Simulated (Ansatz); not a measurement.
Steps of a relaxation of Cl₃GeH₄NSi, SMILES `[Cl][GeH2][NH][SiH](Cl)Cl` with RKS PBE0-D4/def2-TZVP.

```sh
$ ansatz run in.yaml --threads 2 --pin off --events-out ev --progress --plain --max-ram 22528MiB --backend cuda --devices 0, --max-vram 18GiB
```

```yaml
crystal:
  periodic: [false, false, false]
  atoms:
    - {symbol: Cl, position_ang: [-2.492650, -1.166950, -0.243350]}
    - {symbol: Ge, position_ang: [-0.558030, -1.425330, 0.496860]}
    - {symbol: N, position_ang: [0.228500, 0.222980, 0.659180]}
    - {symbol: Si, position_ang: [0.519280, 1.336700, -0.617510]}
    - {symbol: Cl, position_ang: [2.325180, 2.175000, -0.374540]}
    - {symbol: Cl, position_ang: [0.442050, 0.178150, -2.254830]}
    - {symbol: H, position_ang: [0.244700, -2.277810, -0.440920]}
    - {symbol: H, position_ang: [-0.603240, -1.974200, 1.900430]}
    - {symbol: H, position_ang: [0.386130, 0.553040, 1.596710]}
    - {symbol: H, position_ang: [-0.491930, 2.378420, -0.722020]}
basis:
  gaussian: {orbitals: def2-TZVP}
hamiltonian: {xc: pbe0, dispersion: d4}
relax: {f_tol: 0.005, max_steps: 150}
```

Positions (Å) and forces (eV/Å) along the path, 10 of 10 steps:

```xyz
10
step=1 energy=-103502.1228 eV
Cl   -2.493   -1.167   -0.243   -1.157    0.038   -0.426
Ge   -0.558   -1.425    0.497    1.100    0.403    0.575
N     0.229    0.223    0.659    0.152    0.440   -0.454
Si    0.519    1.337   -0.618   -0.580   -0.871    1.070
Cl    2.325    2.175   -0.375    0.615    0.417    0.016
Cl    0.442    0.178   -2.255    0.046   -0.203   -0.885
H     0.245   -2.278   -0.441    0.137   -0.350   -0.397
H    -0.603   -1.974    1.900   -0.143   -0.221    0.440
H     0.386    0.553    1.597   -0.060   -0.028    0.180
H    -0.492    2.378   -0.722   -0.110    0.375   -0.117
10
step=2 energy=-103502.2520 eV
Cl   -2.542   -1.237   -0.213   -0.093    0.027   -0.009
Ge   -0.539   -1.440    0.547    0.115    0.027    0.048
N     0.238    0.220    0.669    0.054    0.035   -0.478
Si    0.529    1.315   -0.616   -0.080   -0.186    0.070
Cl    2.341    2.231   -0.387    0.058   -0.046    0.042
Cl    0.489    0.274   -2.387    0.011    0.066    0.301
H     0.204   -2.327   -0.448    0.020    0.014   -0.021
H    -0.637   -2.018    1.960    0.014    0.042    0.035
H     0.358    0.570    1.608   -0.030    0.014    0.006
H    -0.443    2.413   -0.733   -0.069    0.006    0.004
10
step=3 energy=-103502.2631 eV
Cl   -2.547   -1.228   -0.209   -0.004   -0.003    0.017
Ge   -0.534   -1.441    0.538    0.038    0.033    0.027
N     0.247    0.215    0.654    0.014    0.057   -0.219
Si    0.526    1.323   -0.614   -0.001   -0.164    0.080
Cl    2.351    2.216   -0.377   -0.026    0.000    0.017
Cl    0.490    0.262   -2.362    0.006    0.036    0.063
H     0.210   -2.326   -0.459   -0.019    0.004    0.006
H    -0.626   -1.999    1.962    0.011    0.016   -0.010
H     0.345    0.569    1.595   -0.027    0.001    0.013
H    -0.461    2.410   -0.729    0.007    0.022    0.008
10
step=4 energy=-103502.2653 eV
Cl   -2.551   -1.251   -0.175   -0.029   -0.006    0.016
Ge   -0.523   -1.442    0.537    0.022    0.035   -0.004
N     0.238    0.223    0.653   -0.020   -0.072   -0.237
Si    0.539    1.320   -0.616   -0.062   -0.071    0.058
Cl    2.376    2.183   -0.376    0.014    0.018   -0.004
Cl    0.482    0.262   -2.362    0.026    0.020    0.036
H     0.209   -2.310   -0.483    0.008    0.011    0.020
H    -0.587   -2.011    1.957    0.008    0.009    0.005
H     0.250    0.606    1.585    0.004    0.034    0.114
H    -0.433    2.421   -0.720    0.028    0.022   -0.004
10
step=5 energy=-103502.2667 eV
Cl   -2.577   -1.284   -0.130    0.048    0.000   -0.004
Ge   -0.525   -1.444    0.528   -0.023   -0.008    0.056
N     0.225    0.224    0.640   -0.044    0.052    0.141
Si    0.548    1.321   -0.618   -0.038    0.043    0.028
Cl    2.391    2.171   -0.371    0.022    0.004    0.007
Cl    0.497    0.268   -2.363    0.009   -0.006   -0.030
H     0.214   -2.303   -0.494   -0.022    0.013   -0.009
H    -0.565   -2.009    1.950    0.016   -0.002    0.003
H     0.201    0.617    1.576    0.013   -0.087   -0.181
H    -0.407    2.440   -0.719    0.019   -0.008   -0.012
10
step=6 energy=-103502.2688 eV
Cl   -2.584   -1.320   -0.102   -0.021   -0.014    0.003
Ge   -0.528   -1.450    0.538   -0.024   -0.048   -0.038
N     0.181    0.232    0.625    0.039    0.122    0.008
Si    0.544    1.331   -0.623   -0.042   -0.021   -0.010
Cl    2.399    2.143   -0.339    0.020    0.003    0.015
Cl    0.505    0.287   -2.375    0.003   -0.003   -0.009
H     0.202   -2.297   -0.499    0.003   -0.005   -0.010
H    -0.529   -2.015    1.960    0.003    0.011    0.010
H     0.190    0.614    1.561    0.003    0.004    0.005
H    -0.380    2.475   -0.746    0.016   -0.050    0.026
10
step=7 energy=-103502.2696 eV
Cl   -2.601   -1.332   -0.072   -0.002   -0.001    0.000
Ge   -0.533   -1.445    0.532   -0.009   -0.017    0.017
N     0.170    0.242    0.625    0.002   -0.027    0.015
Si    0.547    1.328   -0.627    0.013    0.017    0.018
Cl    2.400    2.142   -0.318   -0.004    0.000   -0.007
Cl    0.529    0.277   -2.375    0.002    0.005    0.003
H     0.188   -2.280   -0.522    0.000   -0.001   -0.002
H    -0.508   -2.014    1.953    0.000    0.000   -0.006
H     0.188    0.617    1.564    0.000    0.012   -0.027
H    -0.380    2.464   -0.759   -0.003    0.011   -0.010
10
step=8 energy=-103502.2698 eV
Cl   -2.604   -1.336   -0.064   -0.002    0.000    0.001
Ge   -0.533   -1.447    0.532   -0.003   -0.012    0.007
N     0.170    0.240    0.624    0.009    0.021   -0.009
Si    0.550    1.329   -0.625    0.004   -0.006   -0.003
Cl    2.402    2.141   -0.318   -0.002    0.000    0.001
Cl    0.532    0.280   -2.375    0.001    0.003    0.001
H     0.185   -2.279   -0.525   -0.001    0.001    0.002
H    -0.504   -2.017    1.953   -0.001   -0.003   -0.001
H     0.177    0.624    1.559   -0.004   -0.006    0.002
H    -0.376    2.467   -0.760   -0.002    0.003    0.001
10
step=9 energy=-103502.2699 eV
Cl   -2.608   -1.342   -0.053    0.002    0.000    0.002
Ge   -0.533   -1.448    0.533   -0.003   -0.007    0.001
N     0.166    0.242    0.622   -0.001    0.000   -0.001
Si    0.551    1.329   -0.627    0.006    0.004   -0.003
Cl    2.406    2.136   -0.315   -0.001    0.001    0.001
Cl    0.537    0.282   -2.378   -0.001   -0.001    0.003
H     0.183   -2.276   -0.529   -0.001    0.002    0.001
H    -0.496   -2.021    1.952    0.000    0.003   -0.002
H     0.164    0.629    1.556    0.000   -0.002   -0.001
H    -0.371    2.470   -0.762   -0.001    0.001    0.000
10
step=10 energy=-103502.2699 eV
Cl   -2.609   -1.344   -0.048    0.001   -0.001    0.000
Ge   -0.533   -1.448    0.532   -0.002    0.001    0.001
N     0.163    0.242    0.620    0.002   -0.001   -0.003
Si    0.552    1.329   -0.627   -0.002    0.001    0.002
Cl    2.406    2.136   -0.311   -0.002   -0.002   -0.002
Cl    0.539    0.282   -2.378    0.003    0.001    0.000
H     0.182   -2.275   -0.531   -0.001    0.000    0.001
H    -0.493   -2.021    1.952    0.001    0.000   -0.002
H     0.161    0.629    1.554    0.000    0.000    0.004
H    -0.369    2.471   -0.764    0.000    0.001    0.000
```

It took 17 s on 2 threads of an AMD EPYC 7R13 on a shared host and a share of an NVIDIA H100 80 GB, with 1 GiB of host memory at the peak.
